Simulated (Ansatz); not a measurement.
Reactions of `[NH2][Ta](=[S])([Cl])[Cl]`.

Isolated molecules relaxed with PBE0-D4/def2-TZVP in Ansatz; ΔE leaves out vibrations. CBS: MP2 limit from def2 TZ/QZ plus the TZ coupled-cluster correction, frozen cores. This one scheme is used for every species. DFT in def2-TZVPP. def2 core potentials past Kr. For Ga, Ge, Ta outer-core shells are correlated without core-valence functions, which leaves a few kJ/mol of doubt a bond. Scalar relativity is left out up to krypton. One conformer a species, not always the lowest.

```json
{"reaction": "`[NH2][Ta](=[S])([Cl])[Cl]` + `[F][Ga]([Cl])[Cl]` → `[S]=[Ta]([Cl])([Cl])[Cl]` + `[NH2][Ga]([F])[Cl]`", "CCSD(T)/CBS(def2) (kJ/mol)": "11"}
{"reaction": "`[NH2][Ta](=[S])([Cl])[Cl]` + `[CH3][Ge]([NH2])([OH])[F]` → `[NH2][Ta]([NH2])(=[S])[Cl]` + `[CH3][Ge]([OH])([F])[Cl]`", "CCSD(T)/CBS(def2) (kJ/mol)": "8"}
{"reaction": "`[NH2][Ta](=[S])([Cl])[Cl]` + `CC(C)[Si]O` → `[NH2][Ta]([OH])(=[S])[Cl]` + `CC(C)[Si]Cl`", "CCSD(T)/CBS(def2) (kJ/mol)": "19"}
{"reaction": "`[NH2][Ta](=[S])([Cl])[Cl]` + H–F → `[NH2][Ta]([F])(=[S])[Cl]` + HCl", "CCSD(T)/CBS(def2) (kJ/mol)": "?"}
```

Problem. Fill in the missing values. (Best estimate.)

Solution. The calculation gave: `[NH2][Ta](=[S])([Cl])[Cl]` + H–F → `[NH2][Ta]([F])(=[S])[Cl]` + HCl: +0.6 kJ/mol.

Largest T1 diagnostic: 0.020, for `[NH2][Ta]([F])(=[S])[Cl]`.
